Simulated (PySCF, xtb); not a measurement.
Zr(OH) (HOZr), SMILES [OH][Zr] (connectivity only; charge and spin as stated), neutral, multiplicity 4.

Harmonic wavenumbers (cm⁻¹) from GFN2-xTB in xtb at its own minimum, in rising order: 509, 581, 3222.

Problem. What does PySCF with B3LYP-D3(BJ)/def2-TZVPD give at its own minimum? (An estimate is asked for; the answer gives what the named calculation found.)

Solution. 219, 653, 3889. Paired by order, the mean absolute difference is 343 cm⁻¹ and the zero-point energies are 6.2 and 6.8 kcal/mol.
